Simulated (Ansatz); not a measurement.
H₃Cl₃OSi₂ (SMILES [SiH3]O[Si](Cl)(Cl)Cl), singlet, geometry from GFN2-xTB; SC-NEVPT2/STO-3G, CASSCF(2,2) (Ansatz, an electronic-structure program).

Here is a job for Ansatz.
Ansatz 0.2 input:
```yaml
crystal:
  periodic: [false, false, false]
  atoms:
    - {symbol: Si, position_ang: [-2.71693257, 0.29922332, -0.61372177]}
    - {symbol: O, position_ang: [-1.11399256, 0.32803971, -0.27187900]}
    - {symbol: Si, position_ang: [0.40538753, -0.01934329, 0.08907793]}
    - {symbol: Cl, position_ang: [1.13077242, -1.23515012, -1.32955000]}
    - {symbol: Cl, position_ang: [1.40053312, 1.71662938, 0.13195010]}
    - {symbol: Cl, position_ang: [0.44066502, -0.91880494, 1.87977581]}
    - {symbol: H, position_ang: [-3.36006373, -0.29029012, 0.55618605]}
    - {symbol: H, position_ang: [-2.85093245, -0.52367585, -1.81151520]}
    - {symbol: H, position_ang: [-3.03893263, 1.70586438, -0.82161551]}
basis:
  gaussian:
    orbitals: STO-3G
magnetization: {spin_polarized: false}
correlation: {method: sc_nevpt2, electrons: all, active_space: {window: {electrons: 2, orbitals: 2}}}
```

Write the output that Ansatz gives for this input, abridged.


```
Functional definition: HF
599 factors; integrals over basis functions are off by at most 2.6e-5 eV
mean field evaluation 1: about -54711.3726 eV, gradient 3.1e1 eV
mean field evaluation 2: about -54711.4382 eV, gradient 3.1e1 eV
mean field evaluation 4: about -54715.1395 eV, gradient 1.4e0 eV
mean field evaluation 8: about -54715.1480 eV, gradient 1.5e-2 eV
mean field -54715.14801187 eV, -2010.7446021768 hartree, gradient 1.7e-6 eV, S^2 0.000000; 0 other end points of the search recorded, 0 dependent functions left out
reference -54715.14801187 eV, -2010.7446021768 hartree; 45, 45 occupied and 8, 8 virtual orbitals, 599 factors
state -54715.44908709 eV, -2010.7556664871 hartree
state -54715.44908709 eV, -2010.7556664871 hartree; corrected -54718.55044673 eV, -2010.8696393516 hartree
state -54715.35970338 eV, -2010.7523816963 hartree
state -54715.35970338 eV, -2010.7523816963 hartree; corrected -54718.58608196 eV, -2010.8709489223 hartree
state -54715.35970338 eV, -2010.7523816963 hartree; corrected -54718.58608196 eV, -2010.8709489223 hartree
the orbitals are reached from a further start. From the first start the search ends at -54715.44907494 eV, -2010.7556660405 hartree
WARN: the results are in doubt because another end's mean lies 0.089 eV lower, and its corrected mean 0.036 eV higher
Total energy: -54718.58608196 eV, -2010.8709489223 hartree
In doubt: another end's mean lies 0.089 eV lower, and its corrected mean 0.036 eV higher
```
